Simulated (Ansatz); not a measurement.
`O[BH][GaH][GeH3]` + `OBF` → `OBOBF` + `[GaH2][GeH3]`  (cleavage of the B–Ga bond)

Gas-phase electronic energies from Ansatz, PBE0-D4/def2-TZVP geometries. CCSD(T)/CBS adds triple-zeta CCSD(T) − MP2 to the extrapolated MP2 energy (def2 sets, frozen cores). This one scheme is used for every species. DFT in def2-TZVPP. B3LYP here is the variant with VWN-RPA as its local correlation; programs differ in this. HSE06 is defined as in plane-wave codes. For Ga, Ge outer-core shells are correlated without core-valence functions, which leaves a few kJ/mol of doubt a bond. Scalar relativity is left out up to krypton. Each species was taken in one conformer, which may not be the lowest.

`O[BH][GaH][GeH3]`:

```xyz
10

O     0.034   -2.299    1.420
B    -0.700   -1.696    0.457
Ga   -0.765    0.401    0.388
Ge    0.859    1.743   -0.876
H     0.027   -3.260    1.370
H    -1.275   -2.387   -0.352
H    -1.888    1.257    1.096
H     1.928    0.910   -1.613
H     1.616    2.715    0.053
H     0.163    2.616   -1.943
```

`OBF`:

Z-matrix (Å, degrees):
```
B
O 1 1.344
F 1 1.332 2 120.3
H 1 1.192 2 120.1 3 -180.0
H 2 0.963 1 113.4 3 -0.0
```

`OBOBF`:

Z-matrix (Å, degrees):
```
B
O 1 1.365
O 1 1.352 2 118.5
H 1 1.197 2 119.0 3 -177.6
B 2 1.345 1 136.5 3 -41.0
H 3 0.959 1 113.1 2 -178.1
F 5 1.327 2 120.1 1 -25.1
H 5 1.193 2 120.8 1 157.4
```

`[GaH2][GeH3]`:

```xyz
7

Ga   -0.529   -0.521   -1.202
Ge    0.412    0.384    0.865
H    -0.693   -2.074   -1.385
H    -1.005    0.437   -2.353
H     1.051    1.772    0.677
H    -0.709    0.543    1.913
H     1.474   -0.542    1.485
```

```
             level  ΔE (kcal/mol)  difference from CCSD(T)/CBS
            PBE-D4          -27.7                          2.5
         revPBE-D4          -27.8                          2.4
           BLYP-D4          -30.1                          0.1
            B97M-V          -34.1                         -3.9
           PBE0-D4          -29.6                          0.6
          B3LYP-D4          -31.5                         -1.3
        r2SCANh-D4          -31.8                         -1.6
          HSE06-D4          -29.5                          0.7
          BHLYP-D4          -33.8                         -3.6
           ωB97X-V          -31.4                         -1.2
           ωB97M-V          -31.8                         -1.6
            B2PLYP          -31.8                         -1.6
          PBE-QIDH          -31.2                         -1.0
               PBE          -27.8                          2.4
            revPBE          -27.0                          3.2
              BLYP          -30.0                          0.2
            r2SCAN          -31.5                         -1.3
              PBE0          -29.7                          0.5
             B3LYP          -31.6                         -1.4
           r2SCANh          -31.8                         -1.6
             HSE06          -29.6                          0.6
             BHLYP          -34.2                         -4.0
         CAM-B3LYP          -33.3                         -3.1
           LC-ωPBE          -30.7                         -0.5
RPA@PBE/def2-TZVPP          -29.4                          0.8
       HF/def2-SVP          -39.3                         -9.1
      MP2/def2-SVP          -35.2                         -5.0
     CCSD/def2-SVP          -34.7                         -4.5
  CCSD(T)/def2-SVP          -34.3                         -4.1
     HF/def2-TZVPP          -37.5                         -7.3
    MP2/def2-TZVPP          -31.1                         -0.9
SCS-MP2/def2-TZVPP          -31.6                         -1.4
   CCSD/def2-TZVPP          -31.2                         -1.0
CCSD(T)/def2-TZVPP          -30.5                         -0.3
     HF/def2-QZVPP          -38.0                         -7.8
    MP2/def2-QZVPP          -31.1                         -0.9
SCS-MP2/def2-QZVPP          -31.8                         -1.6
      HF/CBS(def2)          -38.1                         -7.9
     MP2/CBS(def2)          -30.8                         -0.6
    CCSD/CBS(def2)          -31.0                         -0.8
       CCSD(T)/CBS          -30.2                            0
```

Largest T1 diagnostic among the species: 0.014.

From BLYP to BHLYP (50 % exact exchange), in def2-TZVPP and without D4, ΔE moves by −4.2 kcal/mol. At CCSD(T), def2-SVP lies −4.0 kcal/mol from the extrapolated value and def2-TZVPP −0.3 kcal/mol.
